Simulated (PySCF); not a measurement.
How methods differ on the ionisation energy of Br²⁺

Br²⁺ [Ar] 3d10 4s2 4p3 (4S) → Br³⁺ [Ar] 3d10 4s2 4p2 (3P), as a difference of total energies. Computed with PySCF 2.14 in def2-TZVP, with the non-relativistic Hamiltonian (point nucleus). Correlated levels: valence: [Ar] 3d10 frozen. The calculations carry no spin-orbit coupling.

| method | ionisation energy (eV) |
| --- | --- |
| UHF | 34.592 |
| BP86 | 35.165 |
| B3LYP | 35.094 |
| MP2 (valence) | 35.115 |
| SCS-MP2 (valence) | 34.960 |
| CCSD (valence) | 35.073 |
| CCSD(T) (valence) | 35.100 |

How much does correlation contribute at CCSD(T) (valence)?

35.100 − (34.592) = 0.508 eV, measured against UHF.

These non-relativistic numbers lack the scalar-relativistic shift.

The reference lies between the lowest fine-structure levels, while these numbers refer to the centres of the terms.

Errors of the correlated levels include the incompleteness of this basis and the frozen core.

For comparison: 34.871 ± 0.019 eV (measured; NIST Atomic Spectra Database, ionization energies).
